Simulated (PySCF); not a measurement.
Isomers of C6H11NO, mass 113.084 u with the commonest isotopes. Method used: PBE0/pcSseg-1 in PySCF (dipole) on a GFN2-xTB geometry, gas phase. One conformer each, none proved a minimum here; rigid rotors.

**Question.** Order these by out-of-plane moment Σ m c² = (Ia + Ib − Ic)/2, largest first.
A. `[O:1]=[CH:2][N:3]1[CH2:4][CH2:5][CH2:6][CH2:7][CH2:8]1` with O1–C2–N3–C4 -176°, C2–N3–C4–C5 115°, N3–C4–C5–C6 56°, C4–C5–C6–C7 -57°, C5–C6–C7–C8 56°
B. `[CH2:1]=[C:2]([CH3:3])[CH2:4][CH2:5][C:6]([NH2:7])=[O:8]` with C1–C2–C4–C5 -102°, C2–C4–C5–C6 177°, C4–C5–C6–N7 -172°, C5–C6–N7–H 1° and 180°
C. `[CH3:1][N:2]([CH3:3])[C:4](=[O:5])[CH:6]1[CH2:7][CH2:8]1` with C1–N2–C4–O5 -177°, N2–C4–C6–C7 -108°

**Answer.** B (49.43 u·Å²), A (25.70 u·Å²), C (20.33 u·Å²).

**Question.** Order these by radius of gyration √(Σ m r²/M), smallest first.
A. `[CH3:1][N:2]([CH3:3])[C:4](=[O:5])[CH:6]1[CH2:7][CH2:8]1` with C1–N2–C4–O5 -177°, N2–C4–C6–C7 -108°
B. `[O:1]=[CH:2][N:3]1[CH2:4][CH2:5][CH2:6][CH2:7][CH2:8]1` with O1–C2–N3–C4 -176°, C2–N3–C4–C5 115°, N3–C4–C5–C6 56°, C4–C5–C6–C7 -57°, C5–C6–C7–C8 56° (N-formylpiperidine)
C. `[CH2:1]=[C:2]([CH3:3])[CH2:4][CH2:5][C:6]([NH2:7])=[O:8]` with C1–C2–C4–C5 -102°, C2–C4–C5–C6 177°, C4–C5–C6–N7 -172°, C5–C6–N7–H 1° and 180°

**Answer.** B (1.929 Å), A (1.999 Å), C (2.340 Å).

**Question.** Order these by rotational constant C, smallest first.
A. `[CH2:1]=[C:2]([CH3:3])[CH2:4][CH2:5][C:6]([NH2:7])=[O:8]` with C1–C2–C4–C5 -102°, C2–C4–C5–C6 177°, C4–C5–C6–N7 -172°, C5–C6–N7–H 1° and 180°
B. `[CH3:1][N:2]([CH3:3])[C:4](=[O:5])[CH:6]1[CH2:7][CH2:8]1` with C1–N2–C4–O5 -177°, N2–C4–C6–C7 -108°
C. `[O:1]=[CH:2][N:3]1[CH2:4][CH2:5][CH2:6][CH2:7][CH2:8]1` with O1–C2–N3–C4 -176°, C2–N3–C4–C5 115°, N3–C4–C5–C6 56°, C4–C5–C6–C7 -57°, C5–C6–C7–C8 56°

**Answer.** A (887.0 MHz), B (1171 MHz), C (1280 MHz).

```tsv
SMILES	point group	Ia (u·Å²)	Ib (u·Å²)	Ic (u·Å²)	κ	μa (D)	μb (D)	μc (D)
C=C(C)CCC(N)=O	C1	110.33	558.30	569.78	-0.99	0.22	3.13	2.03
CN(C)C(=O)C1CC1	C1	131.21	340.99	431.54	-0.77	1.12	3.63	0.19
O=CN1CCCCC1	C1	130.52	315.78	394.90	-0.75	3.91	1.48	0.72
```
